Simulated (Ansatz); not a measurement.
`FC(F)[SiH]1N=C1Cl` → `F[C]F` + `ClC1=N[SiH2]1` at 700 K and 1 bar (formal loss of a carbene).

Computed with Ansatz on PBE0-D4/def2-TZVP structures; ΔE is electronic, products minus reactants. CCSD(T)/CBS is the MP2 limit (def2-TZVPP, def2-QZVPP) plus CCSD(T) − MP2 in def2-TZVPP, frozen cores. This one scheme is used for every species. One conformer a species, not always the lowest.

```tsv
species	CCSD(T)/CBS energy (Eh)	H − E (kJ/mol)	S (J/(mol·K))
`FC(F)[SiH]1N=C1Cl`	-1080.37669	190.2	497.9
`F[C]F`	-237.54028	47.1	278.6
`ClC1=N[SiH2]1`	-842.74843	122.1	369.5
```

H − E and S are ideal-gas, rigid-rotor, harmonic terms from PBE0-D4/def2-TZVP, for one conformer and one mirror image of each species. 1 Eh = 2625.50 kJ/mol, R = 8.31446 J/(mol·K).

Problem. By hand: ΔE, ΔH, ΔS and ΔG.

Solution. ΔE = (-237.54028) + (-842.74843) − (-1080.37669) = 0.08798 Eh = 231.0 kJ/mol. Δ(H − E) = 47.1 + 122.1 − 190.2 = -21.0, so ΔH = 210.0 kJ/mol. ΔS = 278.6 + 369.5 − 497.9 = 150.2 J/(mol·K). ΔG = 210.0 − 700 × (150.2)/1000 = 104.9 kJ/mol.

Problem. By hand: the equilibrium constant, and the temperature at which ΔG would vanish if ΔH and ΔS stayed fixed.

Solution. log₁₀ K = −ΔG/(RT ln 10) = -7.8. ΔG = 0 at ΔH/ΔS = 1398 K.

The number of gas molecules changes by +1, which sets the sign of ΔS. A doubt of 5 kJ/mol in ΔE shifts log₁₀ K by 0.4 here. Other conformers and mirror images would add mixing entropy, several J/(mol·K) or more a flexible species. Modes under 60 cm⁻¹, often nearly free rotors, make the harmonic entropy too high. These are equilibria of isolated gas molecules and say nothing of rates. Largest T1 diagnostic: 0.017 (customary marks: 0.02 for closed shells, 0.045 for open ones).
